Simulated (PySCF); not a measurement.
**XPS shifts beside NMR shieldings**

C₅H₆NPS.
Geometry (PBE0-D3(BJ)/def2-SVP, Å), atoms numbered from 1 in this order:
```xyz
14
C5H6NPS angstrom
C      2.7089   -0.9568   -0.2361
S      1.9791    0.3159   -1.2781
C      0.3492    0.4138   -0.6201
N      0.0466   -0.3684    0.4009
C     -1.1589   -0.3634    0.9655
C     -2.2314    0.4354    0.5806
C     -2.1239    1.3332   -0.4794
P     -0.7093    1.5866   -1.4406
H      2.7182   -0.6415    0.8154
H      3.7361   -1.0893   -0.6019
H      2.1506   -1.8978   -0.3246
H     -1.2860   -1.0588    1.8036
H     -3.1730    0.3465    1.1290
H     -3.0015    1.9357   -0.7394
```

Binding energies: delta-SCF UKS SCAN, pcX-2 on the ionised atom, pcseg-1 elsewhere, spin-free X2C (PySCF). Shieldings: GIAO KT2/pcSseg-1, non-relativistic, same geometry.

```json
{"atom": "C1", "isotropic shielding (ppm)": "165.6"}
{"atom": "C3", "isotropic shielding (ppm)": "-8.0"}
{"atom": "C5", "isotropic shielding (ppm)": "43.0"}
{"atom": "C6", "isotropic shielding (ppm)": "70.4"}
{"atom": "C7", "isotropic shielding (ppm)": "22.8"}
```

Question: What are the C 1s binding energies of these atoms?

Answer: 
```json
{"atom": "C6", "environment": "aromatic CH carbon", "C 1s (eV)": "290.37", "isotropic shielding (ppm)": "70.4"}
{"atom": "C7", "environment": "aromatic CH carbon", "C 1s (eV)": "290.54", "isotropic shielding (ppm)": "22.8"}
{"atom": "C1", "environment": "S-methyl carbon", "C 1s (eV)": "291.14", "isotropic shielding (ppm)": "165.6"}
{"atom": "C5", "environment": "aromatic CH next to a ring nitrogen", "C 1s (eV)": "291.24", "isotropic shielding (ppm)": "43.0"}
{"atom": "C3", "environment": "substituted aromatic carbon", "C 1s (eV)": "291.64", "isotropic shielding (ppm)": "-8.0"}
```

Question: Among the listed atoms, is the one with the highest binding energy also the least shielded?

Answer: Yes: C3 has both (291.64 eV, -8.0 ppm).

By binding energy: C6 < C7 < C1 < C5 < C3. By shielding: C3 < C7 < C5 < C6 < C1.

The unrestricted hole states depart most from a pure doublet (⟨S²⟩ = 0.75; over 0.85 named) for C 1s of C3 (0.90) and C 1s of C5 (0.90), which makes these values less certain. Geometry: PBE0-D3(BJ)/def2-SVP, one conformer, isolated molecule.
